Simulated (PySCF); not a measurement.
## Peak assignment

Geometry:
```json
{"atom": "F1", "x (Å)": "-0.418", "y (Å)": "0.790", "z (Å)": "2.246"}
{"atom": "Si2", "x (Å)": "-0.378", "y (Å)": "-0.366", "z (Å)": "1.119"}
{"atom": "C3", "x (Å)": "1.309", "y (Å)": "-0.313", "z (Å)": "0.368"}
{"atom": "C4", "x (Å)": "2.401", "y (Å)": "-0.241", "z (Å)": "-0.149"}
{"atom": "Si5", "x (Å)": "4.073", "y (Å)": "-0.085", "z (Å)": "-0.926"}
{"atom": "N6", "x (Å)": "-1.576", "y (Å)": "0.021", "z (Å)": "-0.072"}
{"atom": "Si7", "x (Å)": "-1.716", "y (Å)": "1.665", "z (Å)": "-0.654"}
{"atom": "Si8", "x (Å)": "-2.600", "y (Å)": "-1.247", "z (Å)": "-0.688"}
{"atom": "H9", "x (Å)": "-0.693", "y (Å)": "-1.597", "z (Å)": "1.819"}
{"atom": "H10", "x (Å)": "4.246", "y (Å)": "-1.194", "z (Å)": "-1.869"}
{"atom": "H11", "x (Å)": "5.078", "y (Å)": "-0.147", "z (Å)": "0.138"}
{"atom": "H12", "x (Å)": "4.135", "y (Å)": "1.202", "z (Å)": "-1.624"}
{"atom": "H13", "x (Å)": "-0.506", "y (Å)": "2.392", "z (Å)": "-0.281"}
{"atom": "H14", "x (Å)": "-1.846", "y (Å)": "1.607", "z (Å)": "-2.112"}
{"atom": "H15", "x (Å)": "-2.908", "y (Å)": "2.268", "z (Å)": "-0.051"}
{"atom": "H16", "x (Å)": "-3.542", "y (Å)": "-0.636", "z (Å)": "-1.622"}
{"atom": "H17", "x (Å)": "-1.754", "y (Å)": "-2.244", "z (Å)": "-1.351"}
{"atom": "H18", "x (Å)": "-3.312", "y (Å)": "-1.868", "z (Å)": "0.433"}
```

- σ from GIAO-PBE0/pcSseg-1
- geometry from GFN2-xTB
- code: PySCF
- one averaged value for each set of equivalent atoms, no solvent model, no relativistic terms, a single conformation

Scale: ¹³C, ¹H vs TMS (reference shieldings calculated alike).

Q: Assign these signals to the numbered atoms. ¹³C{¹H} NMR (computed): δ 118.7, 109.7.

A: 
118.7 → C3, alkyne carbon
109.7 → C4, alkyne carbon

Q: Assign these signals to the numbered atoms. ¹H NMR (500 MHz, computed): δ 4.91 (m, 1H), 4.80 (s, 6H), 4.26 (s, 3H).

A: 
4.91 → H9, hydrogen on a silicon bonded to C, F, N
4.80 → H13/H14/H15/H16/H17/H18, hydrogen on a silicon bonded to N
4.26 → H10/H11/H12, hydrogen on a silicon bonded to C

H9 and H13/H14/H15/H16/H17/H18 lie closer than the usual error of such a calculation, so a measured spectrum could show them in the other order.

Splittings by ¹⁹F in the carbon and heteronuclear signals aren't shown, as no couplings were computed. Shifts are as computed. Against solution values, carbons near 30 ppm lie about +3 ppm off and those near 130 ppm about +5 ppm. Of 1211 compounds with measured shifts, 218 miss one by over three times the rms of a fit or turn the order of signals round; such compounds aren't used in these exercises. Multiplicities follow the n + 1 count of equivalent neighbours, as no J values were calculated; m marks all less simple cases, F and P coupling included.
